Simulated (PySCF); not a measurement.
```xyz
3
charge 0 multiplicity 3, angstrom
O    -0.0667    0.0000   -0.7184
Sc    1.6586    0.0000    0.1263
Sc   -1.6354    0.0000    0.1156
```

Computed with UPBE0 in PySCF with O def2-SVP, Sc def2-SVP; no relativity; density-fitted integrals.

This geometry of Sc2O is a stationary point at this level.

Problem. What is the point group?

Solution. Cs.

Problem. Is it a minimum?

Solution. Yes: all harmonic wavenumbers are real, though the softest, 48 cm⁻¹, leaves little margin.

Problem. List the harmonic modes with their infrared intensities.

Solution. 
```
symmetry  ω (cm⁻¹)  IR (km/mol)
      a'        48         11.6
      a'       539         17.4
      a'       773          130
```

Problem. What are the dipole moment and the gap between the highest occupied and lowest empty levels of either spin?

Solution. 1.48 D and 2.16 eV.

Problem. Give the ideal-gas entropy at 298.15 K and 1 bar by parts.

Solution. translation 167.0, rotation 103.8, vibration 23.9, spin 9.1; total 303.8 J/(mol K).

The determinant is spin-contaminated (⟨S²⟩ = 2.23, pure value 2.00). Other isomers or separated fragments may lie lower. Other spin states or occupations of the open shell can lie lower.
